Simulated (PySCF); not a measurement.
C3H14Ge3.
Z-matrix (Å and degrees, PBE0-D3(BJ)/def2-SVP geometry), rows numbered from 1:
```
C 
C   1  1.5220
Ge  2  1.9727  1  114.11
C   3  1.9628  2  109.70  1  -178.65
Ge  3  2.4287  2  109.02  1    60.70
Ge  3  2.4284  2  109.00  1   -58.16
H   1  1.1017  2  111.70  3  -179.70
H   1  1.1018  2  111.75  3    60.19
H   1  1.1020  2  111.74  3   -59.60
H   2  1.1031  1  110.90  3   120.99
H   2  1.1031  1  110.94  3  -121.09
H   4  1.1002  3  110.04  2    59.74
H   4  1.1001  3  110.20  2   -60.02
H   4  1.0992  3  110.78  2   179.81
H   5  1.5420  3  111.14  2   170.74
H   5  1.5443  3  110.64  2    50.98
H   5  1.5417  3  111.42  2   -68.90
H   6  1.5419  3  111.30  2    66.02
H   6  1.5422  3  111.06  2  -173.87
H   6  1.5441  3  110.88  2   -53.97
```

The closed-shell ground state was solved at several levels (PySCF, density fitting, gas phase). The calculation is non-relativistic and has no spin–orbit coupling, an omission that weighs most on germanium.

```tsv
level	basis functions	total energy (Eh)	HOMO (eV)	LUMO (eV)	gap (eV)	dipole (D)
PBE0/pcSseg-1	244	-6352.1614	-7.45	0.15	7.60	1.25
B3LYP/pcSseg-1	244	-6353.2716	-7.24	-0.02	7.22	1.28
```

Problem. Estimate the row for PBE0/def2-SVPD, a basis of 286 functions; the other rows only guide the guess.

Solution. Total energy -6351.9752 Eh, HOMO -7.35 eV, LUMO -0.01 eV, gap 7.34 eV, dipole 1.30 D.

Problem. Over all these levels, which gives the widest orbital gap and which the narrowest?

Solution. PBE0/pcSseg-1 (global hybrid, 25 % exact exchange) has the widest, 7.60 eV, and B3LYP/pcSseg-1 (global hybrid, 20 % exact exchange) the narrowest, 7.22 eV. The two share the basis. From the narrowest to the widest the HOMO moves by -0.21 eV and the LUMO by +0.17 eV.

Problem. How far do the dipole and the HOMO energy spread over the levels?

Solution. The dipole runs from 1.25 to 1.30 D (mean 1.28 D) and the HOMO from -7.45 to -7.24 eV.

One conformer stands for the species.
